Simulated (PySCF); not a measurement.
## Static response to an electric field

(E)-dimethyl(styryl)phosphine oxide, C₁₀H₁₃OP.
Structure used (PBE0-D3(BJ)/def2-SVP), in Å, numbered top down from 1:
```
atom  x, y, z in Å
C1    -3.212    0.808    1.189
P2    -2.378   -0.158   -0.106
C3    -3.089   -1.825    0.036
O4    -2.477    0.434   -1.480
C5    -0.671   -0.322    0.456
C6     0.301    0.086   -0.377
C7     1.747    0.055   -0.154
C8     2.329   -0.400    1.041
C9     3.710   -0.414    1.199
C10    4.541    0.028    0.167
C11    3.979    0.484   -1.024
C12    2.596    0.497   -1.180
H13   -2.783    1.820    1.191
H14   -4.283    0.880    0.947
H15   -3.089    0.355    2.184
H16   -4.159   -1.778   -0.218
H17   -2.584   -2.475   -0.692
H18   -2.969   -2.242    1.047
H19   -0.460   -0.743    1.445
H20   -0.031    0.491   -1.342
H21    1.692   -0.746    1.858
H22    4.145   -0.771    2.135
H23    5.626    0.016    0.294
H24    4.622    0.833   -1.836
H25    2.154    0.856   -2.114
```

Level: wB97X-D/def2-SVPD (PySCF), static field, nuclei fixed, core orbitals frozen in the response. The polarisability tensor in these axes (au):

```
x   218.18   8.45  -8.08
y     8.45 107.66 -12.63
z    -8.08 -12.63 132.81
```

Question: Give the principal values, the mean and the anisotropy Δα = √{½[(α1 − α2)² + (α2 − α3)² + (α1 − α3)²]}.

Answer: Principal values 102.22, 136.67 and 219.77 au; mean 152.88 au = 22.66 Å³ = 25.21 × 10⁻⁴⁰ C²·m²/J; Δα = 104.67 au (68 % of the mean).

Question: What is the dipole moment, and where does it point?

Answer: (1.21, -1.59, 3.77) D, 4.27 D in size, pointing from the negative to the positive side. Measured along this direction, the outermost atoms are O4 at the negative end and H22 at the positive end.

Question: In TDDFT the mean static polarisability is Σ f/ω² over all singlet excitations (ω in hartree). How much of it do the 10 lowest give? Their energies (eV) and oscillator strengths: 4.92, 0.5250; 5.07, 0.1088; 5.68, 0.0021; 5.87, 0.0088; 6.30, 0.3034; 6.56, 0.4754; 6.95, 0.0002; 7.06, 0.0090; 7.20, 0.0247; 7.23, 0.0014.

Answer: They add up to 33.79 au, 22.1 % of the 152.88 au; the largest single term is 16.05 au, from the state at 4.92 eV. Terms in order: 16.05, 3.14, 0.05, 0.19, 5.66, 8.19, 0.00, 0.13, 0.35, 0.02 au. Higher excitations give the rest. The strengths listed sum to 1.459.

Question: Give the principal axes and the span of the nuclei along them.

Answer: Largest value along (0.99, 0.09, -0.10), where the nuclei span 9.81 Å; middle along (0.13, -0.36, 0.92), 4.77 Å; least along (-0.04, 0.93, 0.37), 4.69 Å. 

Question: Orientational against electronic polarisability at 400 K (dilute gas, rigid molecules)?

Answer: In Gaussian units μ²/3kT = 109.80 Å³ against 22.66 Å³, a ratio of 4.85; the Debye molar polarisation (4π/3)N_A(α + μ²/3kT) is 334.1 cm³/mol, leaving out the vibrational part.

Question: What depolarisation ratio follows for Rayleigh scattering of linearly polarised light, taking the static tensor?

Answer: ρ = 3Δα²/(45ᾱ² + 4Δα²) = 32865.3/(1051814 + 43820.4) = 0.03.

One conformer (not necessarily the lowest) at the PBE0-D3(BJ)/def2-SVP geometry, without solvent, vibrations or thermal averaging.
